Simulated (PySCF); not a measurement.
# Excitation energy of Sc²⁺ by level of theory

Sc²⁺ [Ar] 3d1 (2D) → Sc²⁺ [Ar] 4p1 (2P), as a difference of total energies. Calculation: PySCF 2.14, in aug-cc-pVTZ-DK (8s7p5d3f2g, 93 functions); scalar relativity by spin-free X2C-1e. The calculations carry no spin-orbit coupling.

```tsv
method	excitation energy (eV)
UHF	7.286
LDA	7.775
PBE	7.691
PBE0	7.756
r2SCAN	7.838
BLYP	7.658
r2SCANh	7.854
wB97X	8.054
```

A first-order spin-orbit estimate (lowest level to lowest level, LS coupling) adds -0.012 eV.
